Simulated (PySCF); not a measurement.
Relaxation of sextet [IrCl3]+

Computed with UB3LYP/[Ir def2-SVP with ECP60, Cl def2-SVP], scalar-relativistic core potentials, density fitting, no spin–orbit coupling, PySCF. A (50,194) grid was used.

A start displaced from a saddle point along its imaginary mode, of C3v symmetry, held to at least that symmetry:

Coordinates in bohr (charge 1 multiplicity 6):
```
Ir    0.0000   -0.2568    0.0000
Cl    0.0043    0.4724    4.2863
Cl    3.7099    0.4724   -2.1468
Cl   -3.7142    0.4724   -2.1394
```

Optimiser trace:
| step | E − E(last) (kJ/mol) | largest gradient (Eh/bohr) |
| --- | --- | --- |
| 0 | 3.95 | 0.01129 |
| 1 | 0.45 | 0.00336 |
| 2 | 0.00 | 0.00039 |
| 3 | 0.00 | 0.00006 |

It ends at C3v with Ir–Cl 2.264 Å (×3); Cl–Ir–Cl 115.1° (×3) (after a last refinement on a finer grid). A frequency run shows a minimum. Other isomers or separated fragments may lie lower.

Open d and f shells are described by one determinant, and the ground state may have another occupation or spin. At this level a quartet minimum of C2v symmetry lies 109 kJ/mol below this structure. With an element this heavy the missing spin–orbit coupling can shift these numbers.
